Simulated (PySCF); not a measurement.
WF6, SMILES [F][W]([F])([F])([F])([F])[F], multiplicity 1. Heavy atoms are numbered as in [W:1]([F:2])([F:3])([F:4])([F:5])([F:6])[F:7].

The structure is a stationary point at PBE-D3(BJ)/def2-SVP. The multiplicity is an assumed one; other spin states were not compared. The isomer is the one that the SMILES or the coordinates give; other isomers of the formula were not compared. The def2 effective core potentials stand for the cores of W; spin–orbit coupling is left out.

Calculation: r2SCAN/def2-TZVP in PySCF.

ESP charges are fitted to the potential on shells at 1.4 to 2.0 van der Waals radii. Atomic charges (e), one atom of each kind:

| atom | Mulliken | ESP fit | Löwdin |
|---|---|---|---|
| W1 | 1.82 | 1.39 | 0.96 |
| F2 | -0.30 | -0.23 | -0.16 |
